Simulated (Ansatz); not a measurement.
`[CH3][AlH][CH2]CCl` → Al• + 3 C• + Cl• + 8 H•  (atomization)

Program: Ansatz. Geometries: PBE0-D4/def2-TZVP. ΔE: electronic, gas phase. CCSD(T)/CBS is the MP2 limit (def2-TZVPP, def2-QZVPP) plus CCSD(T) − MP2 in def2-TZVPP, frozen cores. This one scheme is used for every species, atoms too. DFT in def2-TZVPP. No spin–orbit coupling; open shells (•) take unrestricted orbitals. Spin–orbit coupling would lower the free atoms: a little for Al, C, Cl. One conformer a species, not always the lowest.

| species | PBE-D4 energy (Eh) |
| --- | --- |
| `[CH3][AlH][CH2]CCl` | -821.33962 |
| Al• | -242.22763 |
| C• | -37.79597 |
| Cl• | -459.95843 |
| H• | -0.49962 |

**Question.** Work out ΔE.

**Answer.** ΔE = 8 × (-0.49962) + 3 × (-37.79597) + (-242.22763) + (-459.95843) − (-821.33962) = 1.76869 Eh = +4643.7 kJ/mol. CCSD(T)/CBS gives +4585.1 kJ/mol.

Largest T1 diagnostic among the species: 0.018.

From PBE to PBE0 (25 % exact exchange), in def2-TZVPP and without D4, ΔE moves by −40.8 kJ/mol: exact exchange takes away binding that semilocal exchange gives to molecules. In def2-TZVPP, CCSD(T) changes the Hartree–Fock value by +1022.9 kJ/mol (the triples alone add +56.3 kJ/mol) and MP2 by +1067.4 kJ/mol; breaking electron pairs costs correlation energy, which Hartree–Fock lacks. The D4 term adds +40.1 kJ/mol with B3LYP and +21.3 kJ/mol with PBE0; it sums over pairs of atoms, weighted by their polarisabilities, and B3LYP, whose exchange is more repulsive, gets the larger term.

B3LYP here is the variant with VWN-RPA as its local correlation; programs differ in this.

For atomizations the MP2-based limit and the directly extrapolated one differ by several kJ/mol either way, and by 10 to 25 for some Ge, Se and Sn compounds, so smaller differences from it don't rank the levels.
